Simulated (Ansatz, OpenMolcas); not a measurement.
## Heat of formation of AlClF2 (SMILES [F][Al]([F])[Cl]) from total energies

The species is AlClF2 (4 atoms), meant as a singlet with charge 0. As SMILES, `[F][Al]([F])[Cl]`. The coordinates come from a PBE0-D4/def2-TZVP relaxation.

```
atom    x (Å)    y (Å)    z (Å)
   F   0.9972   0.7218   1.1496
  Al   0.0693  -0.0508   0.0536
   F   0.2735  -1.6538  -0.1647
  Cl  -1.3400   0.9828  -1.0386
```

Total energies at HF/3-21G (OpenMolcas 26.06); the atoms run unrestricted:

| species | state | energy (Eh) |
| --- | --- | --- |
| AlClF2 | singlet | -895.914580 |
| F | doublet | -98.845009 |
| Al | doublet | -240.551046 |
| Cl | doublet | -457.276552 |

Harmonic wavenumbers at PBE0-D4/def2-TZVP, in cm⁻¹: 184, 234, 263, 511, 834, 953.

Measured heats of formation of the gaseous atoms at 298.15 K, in kJ/mol: F 79.4, Al 329.7, Cl 121.3. Spin-orbit lowering of the atoms at 298 K (mean of the ground term's levels less their thermal mean, from spectra), in kJ/mol: F 1.29, Al 0.17, Cl 3.44. Take 1 Eh = 2625.50 kJ/mol, 1 cm⁻¹ = 0.0119627 kJ/mol, RT = 2.479 kJ/mol.

Problem. Work out the heat of formation of the gas at 298 K.

Solution. 
1. Electronic atomisation energy: 2 × (-98.845009) + (-240.551046) + (-457.276552) − (-895.914580) = 0.396964 Eh = 1042.2 kJ/mol.
2. Zero-point energy: half the sum of the wavenumbers, 1489.5 cm⁻¹ = 17.8 kJ/mol.
3. Thermal vibrational enthalpy, Σ hcν̃/(exp(hcν̃/kT) − 1): 5.0 kJ/mol. Translation, rotation and pV of a non-linear molecule: 4 RT = 9.9 kJ/mol.
4. The 4 free atoms carry 5/2 RT each: 24.8 kJ/mol.
5. Spin-orbit coupling lowers the free atoms by 2 × 1.29 + 0.17 + 3.44 = 6.2 kJ/mol.
6. Atomisation enthalpy at 298 K: 1042.2 − 6.2 − 17.8 − 5.0 − 9.9 + 24.8 = 1028.1 kJ/mol.
7. Sum of the atoms' heats of formation: 609.8 kJ/mol. Heat of formation: 609.8 − 1028.1 = -418.3 kJ/mol.

The tabulated value is -999.1 kJ/mol (NIST-JANAF tables), so this level is off by +580.8 kJ/mol, or 36.1 % of the atomisation enthalpy. Hartree–Fock leaves out correlation, which is larger in the molecule than in the atoms, so it underbinds and puts the heat of formation too high. A basis without polarisation functions underbinds badly. Anharmonicity and any spin-orbit splitting of the molecule are left out.
